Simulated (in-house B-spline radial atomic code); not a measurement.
A run on Ne+ (an excited or competing configuration) that did not converge. Method: scalar-relativistic (X2C) r2SCAN0, spin-polarised, spherical fractional occupations, exact exchange averaged over the configuration, Fermi nucleus of rms radius 3.0055 fm; computed with an all-electron radial atomic-structure program (B-spline basis).

Command:
```bash
python run_scf.py task.json out
```
Settings (nuclear radius in fm, mass in u):
```
Z                10
configuration    [He] 2s2 2p4 3s1
hamiltonian      x2c
method           r2scan0
spin_polarised   True
nucleus          fermi
rms_radius       3.0055
atomic_mass      19.99244
speed_of_light   137.035999084
exact_exchange   averaged over the configuration
```

First and last ten iterations of the last attempt (damped for 15 steps, keeping 80 % of the old Fock matrix, then DIIS):
```
 iter        energy (Eh)    residual
    1        -127.241999    2.31e-02
    2        -127.244036    1.35e-03
    3        -127.244044    1.11e-03
    4        -127.244049    9.11e-04
    5        -127.244053    7.51e-04
    6        -127.244056    6.21e-04
    7        -127.244057    5.14e-04
    8        -127.244059    4.27e-04
    9        -127.244060    3.55e-04
   10        -127.244060    2.95e-04
  111        -127.244062    3.11e-07
  112        -127.244062    3.11e-07
  113        -127.244062    3.11e-07
  114        -127.244062    3.11e-07
  115        -127.244062    3.11e-07
  116        -127.244062    6.61e-07
  117        -127.244062    4.39e-07
  118        -127.244062    3.76e-07
  119        -127.244062    3.53e-07
  120        -127.244062    3.42e-07
 not converged after 120 iterations
```

The smallest residual met was 3.1e-07; the threshold is about 1e-07. Over the last five steps the energy moves by less than 1e-08 hartree, but the orbitals didn't meet the threshold. Cost of the run: 3.2 s on 1 thread of Intel(R) Xeon(R) Platinum 8488C (shared host).
